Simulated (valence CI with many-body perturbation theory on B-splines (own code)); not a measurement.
Dy26+: one-electron terms

Calculated by valence CI with perturbative core correlation (CI+MBPT): four valence electrons over a frozen Dirac-Fock core [Kr], a basis of 7 s, 7 p, 8 d, 6 f, 4 g, 1 h functions for each j, with the one-electron correlation potential Σ1 (screened to all orders), the two-electron term Σ2, the three-electron term Σ3, Breit, model QED; selected single and double excitations, second order for the rest, scaled by the run's own slope (own B-spline code, finite nucleus).

No measured spectrum was set against this ion. As an estimate, large intervals hold to a few tenths of a per cent, small ones and those within an open d or f shell to about a per cent. The list stops below the first excitations out of the core.

These are the spectroscopic orbitals of the CI (the correlating ones are not listed), shaped by the core and the other valence electrons. h is the expectation value of the core's Dirac-Fock operator, without the valence repulsion; Σ1 is computed up to l = 3 at one energy for each symmetry, that of its lowest orbital but kept below the first core excitation, so for empty shells it is not the orbital's own correlation shift; Breit and QED include the response of the core.

| Orbital | h (hartree) | Σ1 (cm⁻¹) | Breit (cm⁻¹) | QED (cm⁻¹) | ⟨r⟩ (bohr) |
| --- | --- | --- | --- | --- | --- |
| 5s1/2 | -26.768 | -10821 | 2436 | 1910 | 0.8931 |
| 6s1/2 | -17.174 | -4167 | 1267 | 999 | 1.390 |
| 7s1/2 | -11.977 | -2134 | 728 | 582 | 2.001 |
| 5p1/2 | -25.405 | -10451 | 3757 | -34.5 | 0.9131 |
| 6p1/2 | -16.453 | -4216 | 2006 | -16.5 | 1.423 |
| 7p1/2 | -11.55 | -2207 | 1175 | -9.2 | 2.048 |
| 5p3/2 | -24.677 | -9476 | 2233 | 153 | 0.9425 |
| 6p3/2 | -16.075 | -3926 | 1208 | 83.5 | 1.458 |
| 7p3/2 | -11.327 | -2078 | 766 | 49.9 | 2.089 |
| 4d3/2 | -38.857 | -21415 | 3949 | -498 | 0.5163 |
| 5d3/2 | -22.467 | -9343 | 1621 | -162 | 0.9658 |
| 6d3/2 | -14.901 | -4257 | 865 | -84.0 | 1.513 |
| 4d5/2 | -38.482 | -20848 | 2144 | -287 | 0.5225 |
| 5d5/2 | -22.311 | -9229 | 933 | -81.9 | 0.9734 |
| 6d5/2 | -14.818 | -4205 | 502 | -41.8 | 1.522 |
| 4f5/2 | -32.668 | -41863 | 447 | -372 | 0.5040 |
| 5f5/2 | -19.943 | -9144 | 309 | -125 | 0.9932 |
| 4f7/2 | -32.587 | -38540 | -510 | -307 | 0.5063 |
| 5f7/2 | -19.906 | -8976 | -76.6 | -98.5 | 0.9955 |
| 5g7/2 | -18.315 |  | -112 | -44.1 | 0.9587 |
| 5g9/2 | -18.307 |  | -181 | -35.4 | 0.9595 |

Among the shells of the start configuration 4d4, Σ1 is largest in size for 4d3/2, where it is 0.25 % of h.

Lowest root of each symmetry, sizes in configuration state functions:

```tsv
J	Parity	Roots	Reference	Variational	Second order	Change by selected CI (cm⁻¹)	Change by second order (cm⁻¹)
0	even	5	58	6442	29691	-4660	-2
1	even	4	132	12204	61780	-3791	-6
2	even	8	202	18973	93170	-3973	-7
3	even	6	210	19070	115132	-4402	-9
4	even	7	203	19156	139322	-4816	-10
5	even	2	151	13348	70921	-4726	-13
6	even	2	109	10675	101054	-4965	-11
0	odd	8	30	12400	54017	-6653	-3
1	odd	21	87	31998	149776	-6120	-4
2	odd	34	124	31994	243038	-7081	-51
3	odd	35	132	31999	308409	-6400	-66
4	odd	34	119	31980	290291	-6979	-68
5	odd	27	91	31981	279475	-6585	-37
6	odd	19	57	31396	225734	-5987	-18
7	odd	10	30	27876	137787	-6537	-4
8	odd	5	12	17189	93388	-6686	-4
9	odd	1	2	7007	53066	-8203	-6
```
